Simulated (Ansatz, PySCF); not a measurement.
Here is a job for PySCF.
```python
from pyscf import gto, scf, mp

mol = gto.Mole()
mol.atom = '''
    Cl    1.858345   -0.439643   -0.166275
    Si    0.003666   -0.010838    0.525157
    Cl   -1.314305   -1.385713   -0.163652
    Cl   -0.547059    1.834281   -0.102555
'''
mol.basis = 'sto-3g'
mol.charge = 0
mol.spin = 1
mol.verbose = 4
mol.build()

mf = scf.UHF(mol)
mf.kernel()

pt = mp.MP2(mf, frozen=20)
pt.kernel()
print('E(MP2) = %.10f' % pt.e_tot)
```

### Question
Convert this to an input for Ansatz (a program for electronic structure).

### Answer
One answer among several that fit: 
Ansatz 0.2 input:
```yaml
crystal:
  periodic: [false, false, false]
  atoms:
    - {symbol: Cl, position_ang: [1.85834472, -0.43964347, -0.16627542]}
    - {symbol: Si, position_ang: [0.00366610, -0.01083797, 0.52515717]}
    - {symbol: Cl, position_ang: [-1.31430510, -1.38571251, -0.16365187]}
    - {symbol: Cl, position_ang: [-0.54705876, 1.83428137, -0.10255510]}
basis:
  gaussian:
    orbitals: STO-3G
magnetization: {spin_polarized: true, initial_magnetization: 1}
correlation: {method: mp2, electrons: outside_noble_gas}
accuracy: high
```

Both were run: PySCF gave -1649.496813 Eh and Ansatz -1649.496813 Eh, 0.000 mEh apart.
